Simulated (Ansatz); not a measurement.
Born–Oppenheimer molecular dynamics of GeH6O (8 atoms, charge 0, multiplicity 1). It starts at the highest image of a converged band. Of that band: Beside the main top the profile has a ripple of under 15 meV (maxima at images 3, 7), which may be a very shallow well or noise. Neighbouring images differ by up to 1.9 eV, so the band resolves the path poorly. A vibrational analysis at the climbing image gives one clearly imaginary mode, 1408i cm⁻¹: a first-order saddle point.

All numbers below come from RKS BLYP-D4/def2-mTZVP in Ansatz 0.2.0.

```
ensemble                      : NVE (velocity Verlet)
time step                     : 0.5 fs
steps asked                   : 200
starting velocities drawn for : 300 K
seed                          : 4908
```

First frame:

```xyz
8
Properties=species:S:1:pos:R:3
Ge -0.150 -0.010 -0.207
H -0.174 -0.971 1.526
H 1.143 0.717 0.215
H -0.877 0.868 -1.283
H 0.044 -1.407 -0.849
O -1.731 0.446 1.091
H -2.610 0.139 0.773
H -1.111 -0.411 1.620
```

Q: How far do the bonds stretch over the last three quarters of this one trajectory? (Pairs bonded in most of those frames.)

A: 
| bond | mean (Å) | spread (Å) | shortest | longest |
| --- | --- | --- | --- | --- |
| Ge1–H2 | 1.569 | 0.078 | 1.44 | 1.68 |
| Ge1–H3 | 1.563 | 0.034 | 1.50 | 1.63 |
| Ge1–H4 | 1.552 | 0.024 | 1.50 | 1.59 |
| Ge1–H5 | 1.562 | 0.018 | 1.53 | 1.61 |
| O6–H7 | 0.986 | 0.035 | 0.93 | 1.05 |
| O6–H8 | 0.987 | 0.036 | 0.92 | 1.05 |

Mean temperature of the second half: 2444 K. The conserved energy stayed within 0.29 meV per atom of its start (net change -0.2 meV per atom), so the integration is sound. The kinetic energy rose, since the run started high on the potential surface and went downhill. It ends in pieces (GeH4 + H2O), so much of that is their flight and rotation, not heat. A run of 0.1 ps of so small a system gives no equilibrium averages. The orbitals stay closed-shell, which can raise the energy where a bond breaks towards radicals; this wasn't checked here.

Run time: 5.8 min on 1 thread of Arm Neoverse V1 (shared host), peak memory 0.14 GiB.
